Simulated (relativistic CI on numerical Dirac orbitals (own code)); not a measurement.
Slater and spin-orbit integrals, F+

Computed by Dirac-Coulomb-Breit CI, KLI orbitals optimised for each configuration, model QED, valence Slater integrals scaled by 0.85, P86 correlation energy added to each configuration (own radial code, finite nucleus).

Slater integrals F^k, G^k are unscaled and averaged over j, outside the closed core 1s2; ζ comes from projecting the Hamiltonian with its Breit term on Σ l·s of the shell.

- 2s2.2p4: F^2(2p,2p) = 93964, ζ(2p) = 311.72 cm⁻¹; <r>(2p) = 0.975, <r^2>(2p) = 1.211 (bohr units).
- 2s.2p5: G^1(2s,2p) = 125390, ζ(2p) = 306.27 cm⁻¹; <r>(2s) = 0.9618, <r^2>(2s) = 1.111, <r>(2p) = 0.9817, <r^2>(2p) = 1.23 (bohr units).
- 2s2.2p3.3s: F^2(2p,2p) = 102740, ζ(2p) = 365.54, G^1(2p,3s) = 5261.2 cm⁻¹; <r>(2p) = 0.9012, <r^2>(2p) = 1.023, <r>(3s) = 3.336, <r^2>(3s) = 12.72 (bohr units).

In this model ζ of a weakly bound d, f or g electron outside closed shells comes out too small, for d by up to a factor of two or three and at times with the wrong sign; that of an outer p electron is too small as well.

Correlation outside the listed configurations is missing or only estimated: errors of thousands of cm⁻¹ between configurations and terms are usual at this charge. Rates and lifetimes follow the computed energies and can be off by large factors. The fine structure of a lone outer electron comes out too small, for d and f at times inverted, and misplaced configurations move strength between like terms. 23 of the 23 excited levels that our extract of the measured tables holds in this range could be paired (the sources list more); they are missed by 3118 cm⁻¹ on average and 12533 at most, and levels without a partner can miss by more.

Averages of the first 10 configurations, taken without configuration mixing, which lowers the lowest level and can move excited configurations by several eV; other configurations of the list can lie among them:

| Configuration | Parity | States | Average energy above the lowest level (eV) |
| --- | --- | --- | --- |
| 2s2.2p4 | even | 15 | 1.3 |
| 2s.2p5 | odd | 12 | 24.4 |
| 2s2.2p3.3s | odd | 40 | 26.0 |
| 2s2.2p3.3p | even | 120 | 29.2 |
| 2p6 | even | 1 | 52.0 |
| 2s2.2p3.3d | odd | 200 | 32.4 |
| 2s2.2p3.4s | odd | 40 | 33.1 |
| 2s2.2p3.4p | even | 120 | 34.1 |
| 2s2.2p3.4d | odd | 200 | 35.3 |
| 2s2.2p3.4f | even | 280 | 35.6 |
